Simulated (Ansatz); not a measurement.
Species: [Zn(CH3)2] (charge 0, multiplicity 1), formula C2H6Zn.

### Question
How many basis functions does frozen-core CCSD(T)/def2-TZVPP // PBE-D3(BJ)/def2-SVP in Ansatz (an electronic-structure program) use, how many core orbitals are frozen, and how many electrons are correlated?

### Answer
210 basis functions and 7 frozen orbitals, which leaves 34 correlated electrons. Core time is of the order of minutes.
